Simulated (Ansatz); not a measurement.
Input for Ansatz (a quantum-chemistry and plane-wave program): R-CCSD(T)/cc-pV(T+d)Z on H2OSSi (SMILES O[Si]S), a point of a torsion scan. Files ending in .json are basis or fitting sets from the Basis Set Exchange.

Ansatz 0.2 input:
```yaml
crystal:
  periodic: [false, false, false]
  atoms:
    - {symbol: O, position_ang: [-1.31385557, 0.33548210, -0.49683307]}
    - {symbol: Si, position_ang: [-0.05141230, -0.55664030, -0.97451847]}
    - {symbol: S, position_ang: [-1.00785603, -2.12093669, -2.19381188]}
    - {symbol: H, position_ang: [-2.09545854, 0.12392293, 0.00938251]}
    - {symbol: H, position_ang: [-2.25616253, -1.67129531, -2.12817954]}
basis:
  gaussian:
    orbitals: cc-pV_T+d_Z.json
magnetization: {spin_polarized: false}
correlation: {method: ccsd_t, electrons: outside_noble_gas}
scf: {lower_state_search: off}
```

Problem. Give the final energy of this run.

Solution. -763.1688 hartree (reference determinant -762.5976, T1 diagnostic 0.015).

Problem. How many basis functions does it have, and what does it roughly cost on one machine?

Solution. 136 functions; about 21 core-seconds (a rough figure).
